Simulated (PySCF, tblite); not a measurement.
Isomers of C7H16Ge. Method: GFN2-xTB as coded in tblite; computed harmonic values from a numerical Hessian at the method's own geometry, unscaled. Against measured fundamentals such values can be off by several per cent, at times by over 20. Modes of hydrogen on germanium can be 10 to 20 % off. One conformer each.

Electronic energies: PBE0-D3(BJ)/def2-SVP at its own geometries (PySCF, gas phase).

```csv
SMILES,"electronic energy, lowest = 0 (kcal/mol)"
[CH3][Ge]1([CH3])[CH2]CCC[CH2]1,0.0
CCC[C@H]1CC[CH2][GeH2]1,14.8
CC[C@H]1CC[CH2][GeH2][CH2]1,10.7
```

Task: How do GFN2-xTB zero-point energies change the relative energies?

Result: 
| SMILES | ZPE (kcal/mol) | of it from modes above 1550 cm⁻¹ | electronic (kcal/mol) | with ZPE, lowest = 0 (kcal/mol) | lowest mode (cm⁻¹) | rings |
| --- | --- | --- | --- | --- | --- | --- |
| [CH3][Ge]1([CH3])[CH2]CCC[CH2]1 | 131.9 | 68.2 | 0.0 | 0.0 | 73 | 1 |
| CC[C@H]1CC[CH2][GeH2][CH2]1 | 131.0 | 65.1 | 10.7 | 9.8 | 64 | 1 |
| CCC[C@H]1CC[CH2][GeH2]1 | 130.7 | 65.0 | 14.8 | 13.6 | 64 | 1 |

The zero-point energies span 1.2 kcal/mol, from `CCC[C@H]1CC[CH2][GeH2]1` to `[CH3][Ge]1([CH3])[CH2]CCC[CH2]1`. The order is unchanged.

Task: And how do the electronic energies of GFN2-xTB itself compare?

Result: `[CH3][Ge]1([CH3])[CH2]CCC[CH2]1` 7.9; `CC[C@H]1CC[CH2][GeH2][CH2]1` 0.0; `CCC[C@H]1CC[CH2][GeH2]1` 2.9 kcal/mol, lowest = 0. Against the energies above, taken from the same isomer `[CH3][Ge]1([CH3])[CH2]CCC[CH2]1`, the largest difference is 19.8 kcal/mol. The two levels were optimised apart and needn't hold the same conformer.

Task: What do entropy and thermal enthalpy add at 298.15 K and 1 bar (rigid rotor, harmonic oscillator, one conformer each)?

Result: 
```csv
SMILES,point group,symmetry number,S (cal/(mol K)),H − H(0) (kcal/mol),ZPE + H − H(0) − TS (kcal/mol)
[CH3][Ge]1([CH3])[CH2]CCC[CH2]1,Cs,1,104.5,7.82,108.6
CC[C@H]1CC[CH2][GeH2][CH2]1,C1,1,98.7,6.98,108.5
CCC[C@H]1CC[CH2][GeH2]1,C1,1,100.3,7.15,107.9
```
